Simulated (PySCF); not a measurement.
Isomers of [C6H7O3S]- (charge -1). The calculation used PBE0-D3(BJ)/def2-SVP geometry optimisation, gas phase (PySCF). Energies are electronic, without zero-point or thermal terms, for one conformer each. No frequencies were run at this level. Point groups hold within 0.08 Å.

Question: Order them by energy at this level, lowest first, and give relative energies in kcal/mol.
A. `[CH2:1]=[CH:2]/[CH:3]=[C:4](/[CH:5]=[CH2:6])[S:7](=[O:8])(=[O:9])[O-:10]` (charge -1) with C1–C2–C3–C4 180°, C3–C4–C5–C6 176°, C3–C4–S7–O8 121°
B. `[CH:1]#[C:2][C@@H:3]1[CH2:4][C@:5]1([CH3:6])[S:7](=[O:8])(=[O:9])[O-:10]` (charge -1) with C4–C5–S7–O8 92°

Answer: A (0.0), B (20.7).

As drawn, the higher has a three-membered ring, which the lower lacks.

| SMILES | E (Eh) | E rel (kcal/mol) | dipole about centre of mass (D) | point group | A, B, C (MHz) |
| --- | --- | --- | --- | --- | --- |
| C=C/C=C(/C=C)S(=O)(=O)[O-] | -855.55625 | 0.0 | 5.27 | near Cs | 1754, 938.0, 694.0 |
| C#C[C@@H]1C[C@]1(C)S(=O)(=O)[O-] | -855.52323 | 20.7 | 5.87 | C1 | 1744, 1111, 889.6 |

Q: How do the relative energies change in single points at PBE0/pcSseg-1 (no added dispersion term) on the same geometries?

A: 
```json
{"SMILES": "C=C/C=C(/C=C)S(=O)(=O)[O-]", "PBE0-D3(BJ)/def2-SVP (kcal/mol)": "0.0", "PBE0/pcSseg-1 (kcal/mol)": "0.0", "shift": "0.0"}
{"SMILES": "C#C[C@@H]1C[C@]1(C)S(=O)(=O)[O-]", "PBE0-D3(BJ)/def2-SVP (kcal/mol)": "20.7", "PBE0/pcSseg-1 (kcal/mol)": "20.9", "shift": "+0.2"}
```

Each column counts from its own lowest isomer. The order is unchanged; the largest shift is 0.2 kcal/mol.
